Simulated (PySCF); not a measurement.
# Working out the ionisation energy of S⁺

S⁺ [Ne] 3s2 3p3 (4S) → S²⁺ [Ne] 3s2 3p2 (3P). All numbers are calculated (PySCF 2.14, no relativity, point nucleus, in aug-cc-pV(T+d)Z with one added diffuse shell each of s, p, d, f type (7s6p5d3f, 71 functions)). Frozen: [Ne]. Energies in hartree (1 hartree = 27.21139 eV):

| part | S⁺ (lower) | S²⁺ (upper) |
| --- | --- | --- |
| UHF | -397.170367 | -396.335382 |
| CCSD correlation | -0.110302 | -0.090003 |
| (T) | -0.003662 | -0.002206 |

What does Hartree-Fock give?

(-396.335382) − (-397.170367) = 0.834985 hartree = 22.721 eV.

What do CCSD and CCSD(T) give?

The CCSD correlation energies differ by 0.020299 hartree = 0.552 eV and the triples by 0.001456 hartree = 0.040 eV, so CCSD gives 23.273 eV and CCSD(T) 23.313 eV.

A first-order spin-orbit estimate adds -0.061 eV to CCSD(T) (valence), giving 23.252 eV against 23.338 eV (measured; NIST Atomic Spectra Database, ionization energies).

What remains against the reference includes basis incompleteness, the frozen core and higher excitations.
